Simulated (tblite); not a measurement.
C8H9ClSi.
Numbering: `[CH:1]#[C:2]/[CH:3]=[CH:4]/[C:5]([Cl:6])=[CH:7]/[SiH2:8][CH:9]=[CH2:10]` (hydrogens: H11 on C1; H12 on C3; H13 on C4; H14 on C7; H15, H16 on Si8; H17 on C9; H18, H19 on C10)

Computed with GFN2-xTB (tblite), gas phase: L-BFGS steps from a force-field or distance-geometry start until the largest atomic force falls under 0.01 eV/Å.

The end geometry, which sets the zero of energy:
```
atom  x, y, z in Å
C1      5.2861   -0.5501   -0.9118
C2      4.1413   -0.5594   -0.5437
C3      2.8087   -0.5877   -0.1057
C4      1.8846    0.2958   -0.5146
C5      0.5057    0.3130   -0.0990
Cl6     0.0018   -0.9365    1.0001
C7     -0.4062    1.2097   -0.4903
Si8    -2.1973    1.2094    0.0933
C9     -3.0392   -0.3689   -0.5005
C10    -3.7647   -1.1703    0.2626
H11     6.2858   -0.5430   -1.2296
H12     2.5543   -1.3720    0.5952
H13     2.1604    1.0765   -1.2115
H14    -0.0709    1.9775   -1.1732
H15    -2.2447    1.2992    1.5556
H16    -2.8415    2.3774   -0.5223
H17    -2.9197   -0.6276   -1.5470
H18    -3.9167   -0.9686    1.3108
H19    -4.2377   -2.0652   -0.1141
```

Question: These geometries come from the run, each turned onto the end geometry. Order them by energy, lowest first.
A.
```
atom  x, y, z in Å
C1      5.3065   -0.4642   -0.8795
C2      4.1570   -0.5549   -0.5384
C3      2.8157   -0.6390   -0.1341
C4      1.8971    0.2650   -0.5098
C5      0.5092    0.2693   -0.1274
Cl6    -0.0086   -0.9822    0.9634
C7     -0.4004    1.1610   -0.5344
Si8    -2.1784    1.1945    0.0824
C9     -3.0541   -0.3755   -0.4822
C10    -3.8226   -1.1286    0.2870
H11     6.3086   -0.3851   -1.1784
H12     2.5520   -1.4728    0.5034
H13     2.1895    1.0901   -1.1466
H14    -0.0637    1.9196   -1.2243
H15    -2.1666    1.3060    1.5441
H16    -2.8222    2.3794   -0.5031
H17    -2.9211   -0.6672   -1.5176
H18    -3.9918   -0.8877    1.3237
H19    -4.3160   -2.0186   -0.0738
```
B.
```
atom  x, y, z in Å
C1      5.4308   -0.2742   -0.9103
C2      4.2676   -0.4725   -0.6789
C3      2.9120   -0.7010   -0.3946
C4      1.9947    0.2786   -0.4395
C5      0.5827    0.1316   -0.1682
Cl6     0.0631   -1.4528    0.3377
C7     -0.3166    1.1167   -0.2818
Si8    -2.1825    1.0900   -0.0004
C9     -3.0007   -0.5964   -0.1803
C10    -4.1830   -0.8794    0.3430
H11     6.4456   -0.1021   -1.1116
H12     2.6390   -1.7157   -0.1354
H13     2.3104    1.2786   -0.7118
H14     0.0922    2.0801   -0.5636
H15    -2.4217    1.6095    1.3529
H16    -2.7446    2.0019   -1.0069
H17    -2.5005   -1.3776   -0.7393
H18    -4.7541   -0.1563    0.9038
H19    -4.6442   -1.8495    0.2394
```
C.
```
atom  x, y, z in Å
C1      5.3874   -0.3305   -0.9080
C2      4.2285   -0.5046   -0.6360
C3      2.8780   -0.6916   -0.2904
C4      1.9541    0.2705   -0.4423
C5      0.5541    0.1837   -0.1002
Cl6     0.0332   -1.2386    0.7473
C7     -0.3458    1.1233   -0.4085
Si8    -2.1781    1.1241    0.0233
C9     -3.0365   -0.5090   -0.3740
C10    -4.0468   -0.9825    0.3395
H11     6.3994   -0.1761   -1.1438
H12     2.6134   -1.6672    0.0948
H13     2.2692    1.2245   -0.8461
H14     0.0551    1.9774   -0.9360
H15    -2.3241    1.4310    1.4530
H16    -2.7772    2.1890   -0.7892
H17    -2.7129   -1.0625   -1.2482
H18    -4.3874   -0.4549    1.2153
H19    -4.5736   -1.8968    0.1039
```
D.
```
atom  x, y, z in Å
C1      5.3701   -0.2617   -0.9042
C2      4.1939   -0.4623   -0.6642
C3      2.8115   -0.7296   -0.3751
C4      1.9775    0.3242   -0.4740
C5      0.5392    0.1132   -0.1874
Cl6    -0.0265   -1.4859    0.2261
C7     -0.3158    1.1071   -0.2692
Si8    -2.0921    1.0083    0.0428
C9     -2.8469   -0.6366   -0.1718
C10    -4.0908   -0.8268    0.3312
H11     6.3939   -0.0764   -1.1270
H12     2.4304   -1.7123   -0.1128
H13     2.3438    1.3041   -0.7203
H14     0.1041    2.0847   -0.5394
H15    -2.5220    1.5730    1.3452
H16    -2.7434    1.9009   -0.9530
H17    -2.4094   -1.4800   -0.6608
H18    -4.5306    0.0381    0.8251
H19    -4.5968   -1.7729    0.2430
```
E.
```
atom  x, y, z in Å
C1      5.3183   -0.4175   -0.8849
C2      4.1731   -0.5384   -0.5398
C3      2.8282   -0.6606   -0.1593
C4      1.9140    0.2662   -0.4850
C5      0.5212    0.2481   -0.1212
Cl6     0.0055   -1.0232    0.9478
C7     -0.3847    1.1446   -0.5261
Si8    -2.1717    1.1826    0.0664
C9     -3.0628   -0.3866   -0.4709
C10    -3.8701   -1.0917    0.3055
H11     6.3184   -0.3253   -1.1854
H12     2.5576   -1.5455    0.4017
H13     2.2204    1.1341   -1.0552
H14    -0.0300    1.9019   -1.2104
H15    -2.1953    1.2982    1.5290
H16    -2.8129    2.3441   -0.5670
H17    -2.8975   -0.7298   -1.4856
H18    -4.0719   -0.8043    1.3247
H19    -4.3696   -1.9878   -0.0299
```

Answer: A (0.006 eV), E (0.012 eV), C (0.037 eV), B (0.079 eV), D (0.585 eV).

In the order of the answer:

```tsv
step	E above end (eV)	largest force (eV/Å)	rms force component (eV/Å)	rms distance from end (Å)	rms bond change (Å)	bond most changed (Å)
81	0.006	0.05	0.017	0.080	0.001	C7–H14 -0.002
73	0.012	0.07	0.020	0.133	0.001	Si8–C9 -0.002
54	0.037	0.13	0.041	0.354	0.002	Si8–H15 +0.004
21	0.079	0.09	0.030	0.605	0.002	C4–C5 +0.005
0	0.585	2.83	0.771	0.638	0.030	C7–Si8 -0.078
```

What follows is the cost of the whole relaxation. Time: 2.4 s of wall time. Hardware: one thread of an Arm Neoverse N1 (shared host).
